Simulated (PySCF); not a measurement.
# GaH: one state, many levels of theory

State: ¹Σ⁺ (singlet), closed shell. Set-up: Ga cc-pVTZ-PP with ECP10, H cc-pVTZ; scalar-relativistic core potentials (PySCF 2.14). De refers to Ga + H in their high-spin ground configurations, without counterpoise correction. A positive dipole means Ga(−)H(+).

```csv
Level,Re (Å),ωe (cm⁻¹),De (eV),μ (D),"CPU s a point (SCF and correlation, without the integrals)"
RHF,1.669,1653,2.04,-0.18,0.071
RHF-MP2,1.648,1702,2.85,n/a,0.12
RHF-SCS-MP2,1.653,1683,2.95,n/a,n/a
RHF-CCSD,1.659,1656,2.98,n/a,n/a
RHF-CCSD(T),1.658,1652,3.00,n/a,1.6
PBE,1.701,1502,2.85,-0.60,0.56
BLYP,1.708,1476,2.93,-0.74,0.4
r²SCAN,1.671,1584,2.89,-0.41,0.85
M06-L,1.684,1561,3.04,-0.66,0.88
r²SCANh,1.668,1599,2.87,-0.39,0.9
PBE0,1.681,1573,2.83,-0.45,1.1
```

(1) Which functional lies closest to RHF-CCSD(T) in De, which farthest, and by how much do they differ from it?

(2) What does a quarter of exact exchange do here, going from PBE to PBE0?

(3) What does the triples do here, going from RHF-CCSD to RHF-CCSD(T)?

Correlated steps freeze 4 core orbitals. Where the molecule has an RHF reference, its open-shell atoms are computed with UHF.

The whole job (state search and all levels along the bond) took about 1.6 min on 1 thread of Arm Neoverse V1 (shared host), peak memory 0.63 GiB.

Answers

(1) Closest is M06-L (+2.6 pm in Re, -5.5 % in ωe, +0.04 eV in De against RHF-CCSD(T) in the same basis), farthest PBE0 (+2.3 pm in Re, -4.8 % in ωe, -0.17 eV in De). CCSD(T) converges more slowly with the basis than the functionals do and binds too weakly in this one, so the order can change at the basis-set limit.

(2) PBE0 less PBE: -2.0 pm in Re, +4.7 % in ωe, -0.02 eV in De. Exact exchange removes part of the self-interaction that spreads semilocal densities, and in most molecules shortens and stiffens the bond and lowers De; so it does here.

(3) RHF-CCSD(T) less RHF-CCSD: -0.1 pm in Re, -0.2 % in ωe, +0.02 eV in De. Correlation nearly always deepens the well. The bond length hardly moves.
